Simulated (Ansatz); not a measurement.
Reaction (ligand exchange at the Si–N bond): `[SiH3][N]([SiH3])[AlH][Cl]` + HCl → `[SiH3]Cl` + `[SiH3][NH][AlH][Cl]`

Computed with Ansatz on PBE0-D4/def2-TZVP structures; ΔE is electronic, products minus reactants. CCSD(T)/CBS is the MP2 limit (def2-TZVPP, def2-QZVPP) plus CCSD(T) − MP2 in def2-TZVPP, frozen cores. This one scheme is used for every species. Functionals use def2-TZVPP. HSE06 is defined as in plane-wave codes. One conformer a species, not always the lowest.

`[SiH3][N]([SiH3])[AlH][Cl]`:

Z-matrix (Å, degrees):
```
Si
N 1 1.744
H 1 1.485 2 111.4
H 1 1.489 2 107.5 3 119.1
H 1 1.485 2 111.4 3 -121.7
Si 2 1.737 1 117.4 3 -119.3
Al 2 1.780 1 121.7 3 60.7
H 6 1.488 2 108.1 1 180.0
H 6 1.487 2 111.3 1 -60.3
H 6 1.487 2 111.3 1 60.3
Cl 7 2.095 2 115.7 1 -0.0
H 7 1.567 2 123.5 1 180.0
```

HCl:

Z-matrix (Å, degrees):
```
Cl
H 1 1.279
```

`[SiH3]Cl`:

Z-matrix (Å, degrees):
```
Si
Cl 1 2.054
H 1 1.481 2 108.5
H 1 1.481 2 108.5 3 -120.0
H 1 1.481 2 108.5 3 120.0
```

`[SiH3][NH][AlH][Cl]`:

Cartesian coordinates in Å:
```
Si -0.386 1.170 -0.716
N -0.562 -0.312 0.162
Al 0.627 -1.415 0.873
Cl 2.661 -0.961 0.691
H -0.979 1.069 -2.078
H -1.066 2.298 -0.021
H 1.062 1.464 -0.830
H -1.525 -0.600 0.291
H 0.168 -2.714 1.628
```

```csv
level,ΔE (kJ/mol)
revPBE-D4,-36.4
r2SCAN-D4,-40.6
HSE06-D4,-39.3
revPBE,-52.9
CAM-B3LYP,-46.7
RPA@PBE/def2-TZVPP,-30.5
HF/def2-TZVPP,-52.5
HF/CBS(def2),-51.7
```

Problem. What does CCSD(T)/CBS give? (An estimate is asked.)

Solution. Ansatz gave: -35.8 kJ/mol. The listed levels differ from it by -0.6, -4.8, -3.5, -17.1, -10.9, 5.3, -16.7, -15.9 kJ/mol.

Largest T1 diagnostic among the species: 0.011.

The D4 term adds +13.0 kJ/mol with B3LYP and +7.2 kJ/mol with PBE0; it sums over pairs of atoms, weighted by their polarisabilities, and B3LYP, whose exchange is more repulsive, gets the larger term. In def2-TZVPP, CCSD(T) changes the Hartree–Fock value by +19.6 kJ/mol (the triples alone add +2.6 kJ/mol) and MP2 by +18.2 kJ/mol. From BLYP to BHLYP (50 % exact exchange), in def2-TZVPP and without D4, ΔE moves by +4.4 kJ/mol.

B3LYP here is the variant with VWN-RPA as its local correlation; programs differ in this.
